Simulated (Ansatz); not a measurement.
Compare A (`C=C([SiH3])NC`) with its isomer B (`C=C[SiH2]NC`).

Calculated with Ansatz (gas phase, PBE0-D4/def2-TZVP geometries, no zero-point term in ΔE). CCSD(T)/CBS is the MP2 limit (def2-TZVPP, def2-QZVPP) plus CCSD(T) − MP2 in def2-TZVPP, frozen cores. Functionals use def2-TZVPP. B3LYP here is the variant with VWN-RPA as its local correlation; programs differ in this. One conformer a species, not always the lowest.

**Question.** Which is lower in electronic energy at CCSD(T)/CBS, and by how much? (An estimate is asked.)

**Answer.** The calculation gave: B, by 87.6 kJ/mol.

**Question.** Give E(B) − E(A) in kJ/mol with CCSD(T)/def2-TZVPP, HF/def2-TZVPP, ωB97M-V, PBE0-D4, CCSD/def2-TZVPP, MP2/def2-TZVPP, B3LYP-D4. (Estimate.)

**Answer.** The calculation gave: CCSD(T)/def2-TZVPP -85.8, HF/def2-TZVPP -98.7, ωB97M-V -83.4, PBE0-D4 -72.9, CCSD/def2-TZVPP -89.4, MP2/def2-TZVPP -86.0, B3LYP-D4 -78.7. None reverses the order clearly.

Largest T1 diagnostic: 0.012.

In def2-TZVPP, CCSD(T) changes the Hartree–Fock value by +13.0 kJ/mol (the triples alone add +3.7 kJ/mol) and MP2 by +12.8 kJ/mol. From PBE to PBE0 (25 % exact exchange), in def2-TZVPP and without D4, E(B) − E(A) moves by −7.0 kJ/mol.
